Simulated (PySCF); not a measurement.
A structure optimised at PBE0-D3(BJ)/def2-SVP, used in a PySCF frequency run:

```
C
H 1 1.1036
H 1 1.1036 2 106.94
C 1 1.5202 2 112.36 3 -123.73
H 4 1.0997 1 110.74 2 -60.13
H 4 1.0997 5 107.45 1 121.05
H 4 1.1015 5 108.30 6 116.79
Sb 1 2.1586 2 106.68 3 113.86
F 8 1.9389 1 92.47 2 170.62
F 8 1.9389 9 95.16 6 73.46
```
Charge 0, spin multiplicity 1.

Task: Write its SMILES, formula and point group.

Result: C[CH2][Sb]([F])[F], C2H5F2Sb, Cs

Task: What are its rotational constants (standard atomic weights)?

Result: 3.4785, 2.1916, 2.0432 GHz
